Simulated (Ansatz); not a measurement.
```yaml
crystal:
  periodic: [false, false, false]
  atoms:
    - {symbol: N, position_ang: [-1.295958, 0.871531, 2.079292]}
    - {symbol: C, position_ang: [-0.676359, 0.129445, 0.920094]}
    - {symbol: S, position_ang: [0.807028, 0.812082, -0.161556]}
    - {symbol: Si, position_ang: [0.956527, -0.635718, -0.944273]}
    - {symbol: O, position_ang: [-0.578938, -1.042106, -2.553434]}
    - {symbol: H, position_ang: [-0.274300, 1.020173, 2.753826]}
    - {symbol: H, position_ang: [-1.073484, 1.939797, 2.079688]}
    - {symbol: H, position_ang: [-1.499364, 0.150737, 0.326727]}
    - {symbol: H, position_ang: [-0.409639, -0.520701, 1.222472]}
    - {symbol: H, position_ang: [2.174225, -0.703206, -1.849644]}
    - {symbol: H, position_ang: [0.976642, -2.092639, -0.919048]}
    - {symbol: H, position_ang: [-0.677382, -0.449559, -2.882791]}
basis:
  gaussian: {orbitals: def2-mTZVP}
total_charge: -1
magnetization: {spin_polarized: true, initial_magnetization: 1}
hamiltonian: {xc: {name: SVWN5}}
output: {forces: true}
```

```sh
$ ansatz run in.yaml --threads 4 --pin off --events-out ev --progress --plain --max-ram 10444MiB
```

Shortened log:

```
Functional definition: SVWN5
1222 factors; their error is unknown
mean field evaluation 1: about -23266.8494 eV, gradient 6.2e1 eV
mean field evaluation 2: about -23093.4584 eV, gradient 1.6e2 eV
mean field evaluation 4: about -23280.7718 eV, gradient 1.9e1 eV
mean field evaluation 8: about -23282.6793 eV, gradient 1.3e0 eV
mean field evaluation 16: about -23282.6446 eV, gradient 1.1e-2 eV
mean field -23282.64459801 eV, -855.6214074336 hartree, gradient 3.9e-5 eV, S^2 0.751087; 5 other end points of the search recorded, 0 dependent functions left out
reference -23282.64463982 eV, -855.6214089699 hartree; 30, 29 occupied and 97, 98 virtual orbitals, 1222 factors
Total energy: -23282.64463982 eV, -855.6214089699 hartree
Atom 0 at    -1.295958     0.871531     2.079292 Å, force     5.151009     0.957642     1.906298 eV/Å
Atom 1 at    -0.676359     0.129445     0.920094 Å, force   -12.582264    27.555120    -7.318400 eV/Å
Atom 2 at     0.807028     0.812082    -0.161556 Å, force    -0.763729    17.531153     9.559019 eV/Å
Atom 3 at     0.956527    -0.635718    -0.944273 Å, force     1.159725   -16.959664   -14.029609 eV/Å
Atom 4 at    -0.578938    -1.042106    -2.553434 Å, force     7.831492   -36.658873    22.624838 eV/Å
Atom 5 at    -0.274300     1.020173     2.753826 Å, force    -2.101290    -1.318680    -0.595093 eV/Å
Atom 6 at    -1.073484     1.939797     2.079688 Å, force    -1.172472    -0.148909    -1.601169 eV/Å
Atom 7 at    -1.499364     0.150737     0.326727 Å, force    -2.018306    -0.780324    -2.818271 eV/Å
Atom 8 at    -0.409639    -0.520701     1.222472 Å, force    10.804184   -26.689424    11.668521 eV/Å
Atom 9 at     2.174225    -0.703206    -1.849644 Å, force     0.201063     0.491587    -0.135389 eV/Å
Atom 10 at     0.976642    -2.092639    -0.919048 Å, force    -0.450944    -1.236301     1.354225 eV/Å
Atom 11 at    -0.677382    -0.449559    -2.882791 Å, force    -6.058468    37.256674   -20.614969 eV/Å
Dipole moment:     0.409864     0.311279     0.208151 e Å
```

Run time 1.1 s (4 threads of an Intel Xeon 6975P-C on a shared host); peak host memory 0.23 GiB.
